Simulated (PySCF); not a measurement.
**Frontier levels across methods**

Compound: C3H5ClN2Si.
Geometry (PBE0-D3(BJ)/def2-SVP, Å), atoms numbered from 1 in this order:
```
atom  x, y, z in Å
Si1    2.123    0.286    0.395
C2     0.294    0.115    0.063
C3    -0.444   -1.034   -0.135
N4    -1.733   -0.620   -0.347
C5    -1.721    0.739   -0.267
Cl6   -3.159    1.635   -0.477
N7    -0.539    1.217   -0.026
H8     2.801    1.037   -0.703
H9     2.708   -1.089    0.477
H10    2.368    1.000    1.684
H11   -0.164   -2.085   -0.144
H12   -2.545   -1.195   -0.524
```

Basis pcSseg-1 throughout (PySCF), one geometry. Geometry: PBE0-D3(BJ)/def2-SVP; no solvent, vibrations or thermal averaging.

Task: How do the orbital energies, the gap and the dipole change with the method?

Result: 
```json
{"method": "OPBE", "kind": "GGA", "HOMO (eV)": "-5.87", "LUMO (eV)": "-0.74", "gap (eV)": "5.13", "μ (D)": "3.95", "SCF cycles": "16"}
{"method": "KT2", "kind": "GGA", "HOMO (eV)": "-5.88", "LUMO (eV)": "-0.79", "gap (eV)": "5.08", "μ (D)": "3.86", "SCF cycles": "16"}
{"method": "PBE", "kind": "GGA", "HOMO (eV)": "-5.88", "LUMO (eV)": "-0.83", "gap (eV)": "5.05", "μ (D)": "3.96", "SCF cycles": "16"}
{"method": "LDA", "kind": "LDA", "HOMO (eV)": "-6.08", "LUMO (eV)": "-1.06", "gap (eV)": "5.01", "μ (D)": "4.00", "SCF cycles": "15"}
{"method": "B97-2", "kind": "global hybrid", "HOMO (eV)": "-6.71", "LUMO (eV)": "0.07", "gap (eV)": "6.78", "μ (D)": "4.04", "SCF cycles": "14"}
{"method": "PBE0", "kind": "global hybrid", "HOMO (eV)": "-6.95", "LUMO (eV)": "0.13", "gap (eV)": "7.08", "μ (D)": "4.07", "SCF cycles": "14"}
{"method": "mPW1PW91", "kind": "global hybrid", "HOMO (eV)": "-6.98", "LUMO (eV)": "0.10", "gap (eV)": "7.08", "μ (D)": "4.06", "SCF cycles": "14"}
{"method": "HF", "kind": "Hartree–Fock", "HOMO (eV)": "-9.06", "LUMO (eV)": "3.69", "gap (eV)": "12.75", "μ (D)": "4.28", "SCF cycles": "12"}
```

The HOMO spans 3.19 eV, from OPBE down to HF, and the gap runs from 5.01 eV (LDA) to 12.75 eV (HF). Over the methods OPBE (0 %), KT2 (0 %), PBE (0 %), LDA (0 %), B97-2 (21 %), PBE0 (25 %), mPW1PW91 (25 %), HF (100 %), a straight line through the gap against the share of exact exchange rises by 0.77 eV for each 10 % (correlation coefficient 1.000). The dipole ranges from 3.86 D (KT2) to 4.28 D (HF). This basis has no diffuse functions.
